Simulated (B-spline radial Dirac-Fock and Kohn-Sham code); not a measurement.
Atomic SCF run for C

ΔSCF core binding energies without Breit or QED terms, calculated with a radial B-spline solver. Keys: rel is the Hamiltonian (dirac, or spin-free x2c and nr, where L3 and M5 stand for the whole 2p and 3d shells), method is hf or an exchange,correlation pair (spin-unpolarised, also for the hole states), nuc the nuclear model, radius_factor scales its radius, rmax is the box in bohr, h the logarithmic mesh step, order the B-spline order, points the quadrature points per cell, c_factor scales the speed of light, and damp, ndamp, maxit and tol steer the iteration. The run stops when the commutator error falls below 10·tol·max(1, Z/10), or the numerical noise floor, and the energy has settled to about 1e-8 Ha; the virial ratio is −V/T.

Input (task.json):

```json
{"items": [{"Z": 6, "q": 0, "cfg": [[1, 0, 2], [2, 0, 2], [2, 1, 2]], "A": 12, "rrms": 2.4702, "do": "settings", "holes": ["K", "L3", "M5"],
  "settings": [{"rel": "dirac", "method": "hf", "nuc": "fermi", "radius_factor": 1.0, "rmax": 45.0, "h": 0.3, "order": 8, "points": 4, "c_factor": 1.0, "maxit": 58, "damp": 0.5, "ndamp": 3, "tol": 1e-08}]}]}
```

Command: `python xray2_run.py task.json out`

Ground-state iterations:

```
iter   energy (Ha)        error
   1      -36.47588316  2.37e-01
   2      -37.54575047  7.11e-02
   3      -37.65527359  2.58e-02
   4      -37.67290886  8.92e-03
   5      -37.67580389  3.10e-03
   6      -37.67603579  3.52e-04
   7      -37.67604059  9.83e-05
   8      -37.67604083  1.01e-05
   9      -37.67604083  9.12e-07
  10      -37.67604083  3.51e-08
```

The ground state converged in 10 iterations, with total energy -37.67604 Ha, virial ratio 1.99913 and highest orbital energy -11.07 eV. ΔSCF binding energies: K (1s) 297.1 eV. Holes are computed only in closed shells, and unreliable hole states are left out.

One setting is outside the advised range (too few quadrature points), but here it does no visible harm: the result matches the run with default settings.
